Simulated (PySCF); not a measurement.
CH$_{6}$SSeSi, singlet, at a GFN2-xTB geometry. Base run: HF/6-31G (PySCF).

The PySCF input:
```python
from pyscf import gto, scf, solvent

mol = gto.Mole()
mol.atom = '''
    Se   -0.081589   -0.186037    0.857947
    S     1.365315    0.636105   -0.559277
    C     1.796099   -0.826120   -1.562918
    H     2.180421   -1.611497   -0.919812
    H     2.566569   -0.495065   -2.250957
    H     0.925049   -1.168791   -2.112998
    Si   -2.026334    0.246250   -0.290857
    H    -1.948839   -0.422239   -1.588801
    H    -2.151776    1.688427   -0.463427
    H    -3.050361   -0.334051    0.563738
'''
mol.basis = '6-31g'
mol.charge = 0
mol.spin = 0
mol.verbose = 4
mol.build()

mf = scf.RHF(mol)
mf.kernel()
```

Variants of this job, named by their change:

| change | ΔE vs base (kcal/mol) | dipole (D) | HOMO-LUMO gap (eV) |
|---|---|---|---|
| base | 0.000 | 2.81 | 11.68 |
| model = IEF-PCM; solvent = water | ? | ? | 11.74 |
| model = IEF-PCM; solvent = chloroform; lebedev_order = 11 | -3.27 | 3.44 | 11.72 |
| model = IEF-PCM; solvent = chloroform; vdw_scale = 1.0 | -6.66 | 3.62 | 11.77 |
| model = IEF-PCM; solvent = chloroform | -3.36 | 3.43 | 11.73 |
| model = C-PCM; solvent = chloroform | ? | ? | 11.73 |
| model = IEF-PCM; solvent = chloroform; vdw_scale = 1.4 | -1.92 | 3.25 | 11.71 |
| model = ddCOSMO; solvent = chloroform | -3.51 | 3.48 | 11.74 |
| model = IEF-PCM; solvent = chloroform; lebedev_order = 41 | -3.36 | 3.43 | 11.73 |
| model = SS(V)PE; solvent = chloroform | -3.32 | 3.42 | 11.73 |
| model = IEF-PCM; solvent = chloroform; r_probe = 0.5 | ? | ? | ? |
| model = COSMO; solvent = chloroform | -3.33 | 3.42 | 11.73 |

### Question
What belongs in the gaps?

### Answer

- model = IEF-PCM; solvent = water, ΔE vs base (kcal/mol): -4.81
- model = IEF-PCM; solvent = water, dipole (D): 3.73
- model = C-PCM; solvent = chloroform, ΔE vs base (kcal/mol): -3.73
- model = C-PCM; solvent = chloroform, dipole (D): 3.50
- model = IEF-PCM; solvent = chloroform; r_probe = 0.5, ΔE vs base (kcal/mol): -1.55
- model = IEF-PCM; solvent = chloroform; r_probe = 0.5, dipole (D): 3.20
- model = IEF-PCM; solvent = chloroform; r_probe = 0.5, HOMO-LUMO gap (eV): 11.70

The base is the gas phase, so ΔE is the electrostatic part of solvation at a fixed geometry, without cavity and dispersion terms.
